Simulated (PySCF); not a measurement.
**Which determinant of BeHg⁺ lies lowest?**

Unrestricted PBE0; basis Be cc-pVDZ, Hg cc-pVDZ-PP with ECP60; scalar-relativistic core potentials; PySCF 2.14. Outer shells of the fragments: Be+ 2s1; Hg 5d10 6s2.

Followed along the bond (rough minima from three points):

| 2Ms+1 | unpaired | ⟨S²⟩ at the start | R at minimum (Å) | Te (eV) |
| --- | --- | --- | --- | --- |
| 2 | σ ↑ | 0.76 | 2.38 | 0.00 |
| 4 | σ ↑↑, π ↑ | 3.75 | none in the scan | ≤ 4.90 |

Solutions found at the starting distance of 2.435 Å, counted from the lowest of them; the search is not exhaustive and high or unbound solutions are not listed, so other states can lie among these:

```
2Ms+1       unpaired   term  E (eV)  ⟨S²⟩  ⟨Lz²⟩  μ (D)
    2            σ ↑    ²Σ⁺    0.00  0.76   0.00  -4.90
    2            π ↑     ²Π    2.45  0.79   1.00  -5.19
    4      σ ↑↑, π ↑     ⁴Π    5.01  3.75   1.00  -3.77
    4          σ ↑↑↑    ⁴Σ⁺    5.24  3.75   0.00  -3.51
    2      σ ↑↑, π ↓  mixed    6.13  1.75   1.00  -3.81
    4      σ ↑, π ↑↑    ⁴Σ⁻    7.60  3.76   0.00  -3.37
    4  σ ↑, π ↑, δ ↑  mixed    9.53  3.75   4.63  -4.19
    4  σ ↑, π ↑, δ ↑  mixed    9.56  3.75   5.00  -4.10
    4      σ ↑↑, δ ↑     ⁴Δ    9.79  3.75   4.00  -2.55
    4      σ ↑, π ↑↑  mixed    9.94  3.76   2.03  -6.53
```

A term symbol is given only where ⟨S²⟩ and ⟨Lz²⟩ are close to those of a pure state; real π, δ and φ orbitals otherwise mix terms. A positive dipole points towards Hg; it is taken about the centre of mass and depends on that origin.

Spin–orbit coupling is left out. Counting both spins, an empty level lies below a filled one in some of these solutions, because spin and occupation are held.
